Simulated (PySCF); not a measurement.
This script is equivalent to a calculation on Mo+ (molybdenum, charge +1).

```python
from pyscf import gto, scf, dft, mp, cc
import basis_set_exchange as bse
txt = bse.get_basis("aug-cc-pVDZ-PP", elements=["Mo"], fmt="nwchem", header=False)
cut = txt.index("\nECP")
mol = gto.M(atom="Mo 0 0 0", charge=1, spin=5, symmetry="D2h",
            basis=gto.basis.parse(txt[:cut]),
            ecp={"Mo": gto.basis.parse_ecp(txt[cut:])})
mf = dft.UKS(mol, xc="PBE0")
mf.irrep_nelec = {'Ag': (3, 1), 'B1g': (1, 0), 'B2g': (1, 0), 'B3g': (1, 0), 'B1u': (1, 1), 'B2u': (1, 1), 'B3u': (1, 1)}
mf.kernel()
```

(1) What total energy does it give?

(2) Which occupied shell lies highest, and where?

(3) What is ⟨S²⟩, and what would a pure spin state give?

Energies and moments cover only the electrons outside the core potential.

Answers

(1) -67.611 hartree (calculated).

(2) 4d α, at -12.759 eV.

(3) 8.750, against 8.75.
